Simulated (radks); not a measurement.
Question: Os3+, 73 electrons, occupied as [Kr] 4d10 4f14 5s1 5p6 5d5 5f1 (not the ground configuration). All-electron calculation, scalar-relativistic Kohn-Sham, PBE, spin-polarised, spherical densities, finite nucleus; open shells are filled with parallel spins first (spin-orbit coupling, left out, can overturn this in heavy ions); Fermi nuclear charge, rms radius 5.4126 fm. Program: a radial shooting solver on a logarithmic mesh with Libxc functionals. Some entries of the table are withheld. Estimate them.

orbital  occ.  eigenvalue (eV)  <r^2> (bohr^2)
1s up       1        -73889.23       0.0004336
1s down     1        -73889.07       0.0004336
2s up       1        -12904.44        0.006643
2s down     1        -12903.97        0.006643
2p up       3        -11245.16        0.005532
2p down     3        -11244.76        0.005532
3s up       1        -3035.242         0.04299
3s down     1        -3035.005         0.04299
3p up       3        -2547.791         0.04388
3p down     3        -2547.535         0.04388
3d up       5        -2002.451         0.03637
3d down     5        -2002.082         0.03637
4s up       1        -673.8471          0.2105
4s down     1        -673.2986          0.2105
4p up       3        -513.9033          0.2400
4p down     3        -513.3563          0.2398
4d up       5        -315.0914          0.2767
4d down     5        -314.4205          0.2758
5s up       1        -133.2097           1.114
5s down     0        -129.0889           1.099
4f up       7         -94.1260          0.3788
4f down     7         -93.0327          0.3697
5p up       3         -91.7386           1.470
5p down     3         -86.9749           1.456
5d up       5         -43.4938           2.623
5d down     0         -38.4769           2.698
6s up       0         -35.2818             (1)
6s down     0         -31.6380             (2)
6p up       0         -25.7788             (3)
5f up       1         -12.7756             (4)

Answer: 
(1) 6s up <r^2> (bohr^2): 6.049
(2) 6s down <r^2> (bohr^2): 6.162
(3) 6p up <r^2> (bohr^2): 8.802
(4) 5f up <r^2> (bohr^2): 14.69
